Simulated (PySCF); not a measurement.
Trend along the halogens: MRb molecules

PBE0 with triple-zeta basis sets in PySCF, for the lowest determinant that a PBE0 search found; no spin–orbit coupling. De refers to high-spin ground-configuration atoms. A positive dipole means M(−)Rb(+).

```tsv
M	basis	state (unpaired electrons)	Re (Å)	ωe (cm⁻¹)	De (eV)	μ (D)
F	def2-TZVPP	singlet (closed shell)	2.331	370	4.62	8.92
Cl	x2c-TZVPPall	singlet (closed shell)	2.773	237	4.28	10.11
Br	x2c-TZVPPall	singlet (closed shell)	2.938	169	3.93	10.58
I	def2-TZVPP	singlet (closed shell)	3.230	134	3.38	11.75
```

Q: By what factor does the harmonic wavenumber vary along the series?

A: At PBE0 it runs from 134 cm⁻¹ (RbI) to 370 cm⁻¹ (RbF), a factor of 2.76.

The rows differ in basis set, which adds steps of its own.

Down a group the atoms grow and get heavier, so bonds lengthen and wavenumbers fall; this series shows no clear exception.

Spin–orbit coupling is left out, which matters for elements this heavy, above all for dissociation energies.
